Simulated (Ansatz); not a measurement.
Calculated with Ansatz (gas phase, PBE0-D4/def2-TZVP geometries, no zero-point term in ΔE). CCSD(T)/CBS is the MP2 limit (def2-TZVPP, def2-QZVPP) plus CCSD(T) − MP2 in def2-TZVPP, frozen cores. This one scheme is used for every species. Elements past krypton have def2 core potentials. For I outer-core shells are correlated without core-valence functions, which leaves a few kJ/mol of doubt a bond. Each species was taken in one conformer, which may not be the lowest.

`Cl[SiH2]I` + `N[SiH](O)O` → `O[SiH](O)N[SiH2]Cl` + HI  (ligand exchange at the Si–I bond)

`Cl[SiH2]I`:

```xyz
5

Cl   -1.780   -0.800   -0.449
Si   -0.013    0.164   -0.094
I     1.430   -1.175    1.326
H    -0.306    1.433    0.602
H     0.670    0.378   -1.385
```

`N[SiH](O)O`:

Cartesian coordinates in Å:
```
N -1.113 0.552 -0.196
Si 0.336 -0.096 0.452
O 1.579 0.716 -0.242
O 0.298 -1.714 0.195
H -1.993 0.104 0.006
H -1.229 1.551 -0.257
H 0.575 0.039 1.902
H 1.533 0.859 -1.188
H 0.015 -2.011 -0.672
```

`O[SiH](O)N[SiH2]Cl`:

Z-matrix (Å, degrees):
```
Si
O 1 1.637
N 1 1.729 2 106.3
O 1 1.629 2 107.6 3 -123.2
H 1 1.476 2 115.1 3 120.8
H 2 0.961 1 118.1 3 -48.1
Si 3 1.707 1 126.9 2 -11.0
H 3 1.010 1 116.6 2 158.9
H 4 0.959 1 118.1 2 48.7
Cl 7 2.077 3 111.5 1 64.4
H 7 1.479 3 109.2 1 -177.5
H 7 1.477 3 112.0 1 -52.4
```

HI:

Cartesian coordinates in Å:
```
I 0.483 0.644 0.010
H -0.483 -0.644 -0.010
```

| species | CCSD(T)/CBS(def2) energy (Eh) |
| --- | --- |
| `Cl[SiH2]I` | -1047.58245 |
| `N[SiH](O)O` | -497.28304 |
| `O[SiH](O)N[SiH2]Cl` | -1246.82512 |
| HI | -298.03592 |

(1) Work out ΔE.

Largest T1 diagnostic among the species: 0.011.

Answers

(1) ΔE = (-1246.82512) + (-298.03592) − (-1047.58245) − (-497.28304) = 0.00445 Eh = +11.7 kJ/mol.

The D4 term adds −7.9 kJ/mol with B3LYP and −4.8 kJ/mol with PBE0; it sums over pairs of atoms, weighted by their polarisabilities, and B3LYP, whose exchange is more repulsive, gets the larger term.

B3LYP here is the variant with VWN-RPA as its local correlation; programs differ in this.
